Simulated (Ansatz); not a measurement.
Cost and result for the atomization energy of C2H7F2NOSi, SMILES `CN[Si](F)(F)OC` (14 atoms, 13 bonds).

```xyz
14

C    -1.0162   -1.1174    1.2159
N     0.1871   -1.1996    0.4120
Si    0.3731   -0.5273   -1.1189
F    -0.5107   -1.1875   -2.2531
F     1.8837   -0.7771   -1.5315
O    -0.0381    1.0328   -1.1645
C     0.4818    2.0271   -0.3066
H    -1.6331   -2.0199    1.1497
H    -0.7760   -0.9411    2.2682
H    -1.6266   -0.2778    0.8768
H     0.8368   -1.9115    0.7033
H    -0.2377    2.8455   -0.2586
H     1.4275    2.4126   -0.6971
H     0.6485    1.6412    0.7043
```

Charge 0, multiplicity 1. The geometry is a stationary point of PBE0-D4/def2-TZVP. It is one conformer, not always the lowest. Program: Ansatz. All runs use 2 threads of an AMD EPYC 7R13 on a shared host and a share of an NVIDIA H100 80 GB. Times are those of one run each, without the atoms' runs, and a repeat can differ threefold. Electronic energies, without spin–orbit coupling; frozen cores. CCSD(T)/CBS adds CCSD(T) − MP2 in def2-TZVPP to the MP2 limit, and its time is that of the two runs behind it. T1 = 0.011. B3LYP takes the VWN-RPA correlation (the form of Gaussian; ORCA's B3LYP/G).

CCSD(T)/CBS is a level of theory with its own doubt, some kJ/mol a heavy atom from the limit and from the frozen cores, so smaller differences don't rank the functionals.

```csv
level,functions,wall time
PBE0-D4/def2-TZVPP,326,6 s
PBE-D4/def2-TZVPP (with forces),326,6 s
r2SCAN-D4/def2-TZVPP (with forces),326,7 s
B2PLYP/def2-TZVPP,326,7 s
MP2/def2-QZVPP,622,8 s
ωB97X-V/def2-TZVPP,326,8.5 s
B3LYP-D4/def2-TZVPP (with forces),326,9 s
ωB97M-V/def2-TZVPP (with forces),326,11 s
CCSD(T)/def2-TZVPP,326,28 s
CCSD(T)/CBS(def2),–,36 s
```

Task: What atomization energy does each give, and how far from CCSD(T)/CBS? (An estimate is asked.)

Result: The calculation gave: 
```csv
level,atomization (kcal/mol),difference from CCSD(T)/CBS,per bond
PBE0-D4/def2-TZVPP,1352.3,-9.5,-0.7
PBE-D4/def2-TZVPP (with forces),1379.4,17.6,1.4
r2SCAN-D4/def2-TZVPP (with forces),1357.4,-4.4,-0.3
B2PLYP/def2-TZVPP,1344.5,-17.3,-1.3
MP2/def2-QZVPP,1377.7,15.9,1.2
ωB97X-V/def2-TZVPP,1361.2,-0.6,0.0
B3LYP-D4/def2-TZVPP (with forces),1355.8,-6.0,-0.5
ωB97M-V/def2-TZVPP (with forces),1362.0,0.2,0.0
CCSD(T)/def2-TZVPP,1323.1,-38.7,-3.0
CCSD(T)/CBS(def2),1361.8,0.0,0.0
```

The D4 term adds +11.7 kcal/mol with B3LYP and +6.2 kcal/mol with PBE0; it sums over pairs of atoms, weighted by their polarisabilities, and B3LYP, whose exchange is more repulsive, gets the larger term. From PBE to PBE0 (25 % exact exchange), in def2-TZVPP and without D4, the atomization energy moves by −26.0 kcal/mol: exact exchange takes away binding that semilocal exchange gives to molecules. In def2-TZVPP, CCSD(T) changes the Hartree–Fock value by +334.3 kcal/mol (the triples alone add +18.8 kcal/mol) and MP2 by +365.4 kcal/mol; breaking electron pairs costs correlation energy, which Hartree–Fock lacks.
